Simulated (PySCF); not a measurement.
## Radial density of O²⁺ (oxygen, charge +2)

UHF, [He] 2s2 2p1 3s1, high-spin 3P determinant (an excited configuration). All numbers are calculated (PySCF 2.14, the non-relativistic Hamiltonian (point nucleus), in aug-cc-pVQZ).

| r (bohr) | 4πr²ρ (e/bohr) | 4πr²(ρα − ρβ) |
| --- | --- | --- |
| 0.00307 | 0.03615 | 0.0002 |
| 0.00517 | 0.09874 | 0.0005 |
| 0.00870 | 0.2642 | 0.0014 |
| 0.0146 | 0.6797 | 0.0035 |
| 0.0246 | 1.641 | 0.0086 |
| 0.0414 | 3.553 | 0.0190 |
| 0.0696 | 6.425 | 0.0370 |
| 0.117 | 8.603 | 0.0665 |
| 0.197 | 7.024 | 0.1495 |
| 0.331 | 3.069 | 0.4761 |
| 0.557 | 2.758 | 1.0738 |
| 0.937 | 3.028 | 0.9447 |
| 1.58 | 0.8739 | 0.2998 |
| 2.65 | 0.4593 | 0.4440 |
| 4.46 | 0.1129 | 0.1129 |
| 7.50 | 0.001640 | 0.0016 |

The outer electron is Rydberg-like, and this basis confines it to a smaller radius and binds it less than a complete one would.
